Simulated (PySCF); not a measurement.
C₅H₉B, SMILES C#CB(C)CC. Coordinates come from a B3LYP-D3(BJ)/def2-SVP optimisation. This is a generated structure with no PubChem entry under its InChIKey; it may be hypothetical. The values are those of a single conformer.

Computed equilibrium geometry at B3LYP-D3(BJ)/def2-SVP (PySCF confirms it by a frequency run) as Cartesian coordinates in Å (one conformer of several):
```xyz
15

C     -0.6962     2.3257     0.4197
C     -0.6016     1.1410     0.1441
B     -0.4675    -0.3461    -0.1965
C     -1.7008    -1.1020    -0.8179
C      0.8922    -1.1000     0.0638
C      2.1210    -0.2807     0.4619
H     -0.7816     3.3692     0.6615
H     -2.6558    -0.8223    -0.3440
H     -1.7873    -0.7743    -1.8728
H     -1.5970    -2.1981    -0.8218
H      1.1013    -1.7348    -0.8196
H      0.6473    -1.8429     0.8535
H      1.9285     0.3081     1.3726
H      2.3929     0.4377    -0.3281
H      3.0009    -0.9163     0.6516
```
